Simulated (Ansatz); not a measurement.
`C#[C][SnH2][CH3]` + CH₃SH → `C[S][SnH2][CH3]` + `C#C` at 600 K and 1 bar (ligand exchange at the Sn–C bond).

Program: Ansatz. Geometries: PBE0-D4/def2-TZVP. ΔE: electronic, gas phase. CCSD(T)/CBS is the MP2 limit (def2-TZVPP, def2-QZVPP) plus CCSD(T) − MP2 in def2-TZVPP, frozen cores. This one scheme is used for every species. Elements past krypton have def2 core potentials. For Sn outer-core shells are correlated without core-valence functions, which leaves a few kJ/mol of doubt a bond. Each species was taken in one conformer, which may not be the lowest.

```
           species  CCSD(T)/CBS energy (Eh)  H − E (kJ/mol)  S (J/(mol·K))
`C#[C][SnH2][CH3]`               -331.71794           239.9          439.6
             CH₃SH               -438.22835           152.3          296.8
 `C[S][SnH2][CH3]`               -692.73453           301.7          487.4
             `C#C`                -77.22717            96.2          235.4
```

H − E and S are ideal-gas, rigid-rotor, harmonic terms from PBE0-D4/def2-TZVP, for one conformer and one mirror image of each species. 1 Eh = 2625.50 kJ/mol, R = 8.31446 J/(mol·K).

**Question.** By hand: ΔE, ΔH, ΔS and ΔG.

**Answer.** ΔE = (-692.73453) + (-77.22717) − (-331.71794) − (-438.22835) = -0.01541 Eh = -40.5 kJ/mol. Δ(H − E) = 301.7 + 96.2 − 239.9 − 152.3 = 5.7, so ΔH = -34.8 kJ/mol. ΔS = 487.4 + 235.4 − 439.6 − 296.8 = -13.6 J/(mol·K). ΔG = -34.8 − 600 × (-13.6)/1000 = -26.6 kJ/mol.

**Question.** By hand: the equilibrium constant, and the temperature at which ΔG would vanish if ΔH and ΔS stayed fixed.

**Answer.** log₁₀ K = −ΔG/(RT ln 10) = 2.3. ΔG = 0 at ΔH/ΔS = 2559 K, far beyond where these terms or the molecules hold.

The number of gas molecules stays the same, so ΔS is small and ΔH decides. A doubt of 5 kJ/mol in ΔE shifts log₁₀ K by 0.4 here. Other conformers and mirror images would add mixing entropy, several J/(mol·K) or more a flexible species. Modes under 60 cm⁻¹, often nearly free rotors, make the harmonic entropy too high. These are equilibria of isolated gas molecules and say nothing of rates. Largest T1 diagnostic: 0.013 (customary marks: 0.02 for closed shells, 0.045 for open ones).
